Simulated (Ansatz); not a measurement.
FeO3(NH) (FeNO₃H): single points at one geometry.

```yaml
crystal:
  periodic: [false, false, false]
  atoms:
    - {symbol: Fe, position_ang: [0.266042, 0.298437, 0.085122]}
    - {symbol: O, position_ang: [0.085162, 0.212817, 1.669030]}
    - {symbol: O, position_ang: [1.778961, 0.506603, -0.320477]}
    - {symbol: O, position_ang: [-0.659041, 1.481966, -0.455492]}
    - {symbol: N, position_ang: [-0.235804, -1.139979, -0.598396]}
    - {symbol: H, position_ang: [-1.235320, -1.359833, -0.379788]}
basis:
  gaussian: {orbitals: def2-SVP, initial_orbitals: start.molden}
hamiltonian: {xc: pbe0, dispersion: d4}
scf: {omitted_lower_state_checks: [starts]}
output: {orbitals: {seedname: orbitals}}
```

The file start.molden holds the orbitals of an earlier run on this structure, at another level or in another basis.

```sh
$ ansatz run in.yaml --threads 4 --pin off --events-out ev --progress --plain --max-ram 3916MiB
```

It prints (some lines left out):

```
Functional definition: PBE0
908 factors; integrals over basis functions are off by at most 8.5e-4 eV
mean field evaluation 1: about -42001.4510 eV, gradient 1.5e1 eV
mean field evaluation 2: about -42001.8154 eV, gradient 2.9e-1 eV
mean field evaluation 4: about -42001.9963 eV, gradient 1.3e-3 eV
mean field -42001.99628344 eV, -1543.5448934406 hartree, gradient 2.2e-5 eV, S^2 0.000000; 0 other end points of the search recorded, 0 dependent functions left out
reference -42001.99633999 eV, -1543.5448955191 hartree; 29, 29 occupied and 63, 63 virtual orbitals, 908 factors
Total energy: -42002.11171542 eV, -1543.5491354879 hartree
Checks for a lower state left out: starts
```

It took 1.2 s on 4 threads of Arm Neoverse V1 on a shared host.

First input, but with `gaussian: {orbitals: def2-TZVP, initial_orbitals: start.molden}`, `correlation: {method: mp2}` and without the key `hamiltonian` (abridged; 15 s):

```
Functional definition: HF
mean field evaluation 16: about -41944.5210 eV, gradient 3.2e0 eV
mean field -41944.59951424 eV, -1541.4356010777 hartree, gradient 5.4e-6 eV, S^2 0.000000; unrestricted orbitals would lower it
mean field evaluation 32: about -41946.9083 eV, gradient 4.9e0 eV
unrestricted determinant -41952.65902863 eV, -1541.7317827687 hartree, S^2 3.2659
9 core orbitals not correlated: weight in the atoms' cores, before any rotation towards them, 1.000 or more for the frozen orbitals, at most 0.000 for the correlated occupied ones
second order -48.11675863 eV of doubles, -0.00000000 eV of singles
Total energy: -41992.71627287 eV, -1543.2038593427 hartree
Checks for a lower state left out: starts
```

As the first input, with `gaussian: {orbitals: def2-TZVPD, initial_orbitals: start.molden}` (abridged; 3.4 s):

```
Functional definition: PBE0
mean field -42016.46921887 eV, -1544.0767640079 hartree, gradient 1.9e-5 eV, S^2 0.000000
Total energy: -42016.58464929 eV, -1544.0810059975 hartree
Checks for a lower state left out: starts
```

Geometry: PBE-D4/def2-SVP.

Correlated methods freeze 9 core orbitals; core or outer-core shells of Fe are correlated, in sets that lack core-valence functions. The restricted singlet is unstable towards broken spin symmetry in Hartree–Fock (as tested in another run); at PBE0-D4/def2-SVP, PBE0-D4/def2-TZVPD this wasn't settled. At MP2/def2-TZVP the restricted singlet (for correlated methods, its reference) is unstable: a solution with broken spin symmetry lies lower. At PBE0-D4/def2-TZVP a triplet of charge 0 lies 0.58 eV below the restricted singlet at the same geometry.
